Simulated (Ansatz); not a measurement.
Isomers of CH₆BFSSi, relaxed with PBE0-D4/def2-TZVP in Ansatz; electronic energies, one conformer each and not always the lowest. Functionals use def2-TZVPP; CBS adds triple-zeta CCSD(T) − MP2 to the MP2 limit of def2-TZVPP and def2-QZVPP.

**Question.** Order them by energy at frozen-core CCSD(T)/CBS, lowest first. (Estimate.)
A. `BSC(F)[SiH3]`
B. `B[Si](C)(F)S`
C. `CSB(F)[SiH3]`

**Answer.** B (0.0 kJ/mol), C (35.9 kJ/mol), A (248.7 kJ/mol).

**Question.** How do ωB97M-V, B3LYP-D4, HF/CBS(def2), PBE-D4 place them (kJ/mol, against `B[Si](C)(F)S`)? (Estimate.)

**Answer.** Computed: 
| isomer | ωB97M-V | B3LYP-D4 | HF/CBS(def2) | PBE-D4 |
| --- | --- | --- | --- | --- |
| `BSC(F)[SiH3]` | 248.0 | 237.2 | 207.0 | 253.1 |
| `CSB(F)[SiH3]` | 39.7 | 27.2 | -2.4 | 40.5 |

B3LYP here is the variant with VWN-RPA as its local correlation; programs differ in this.
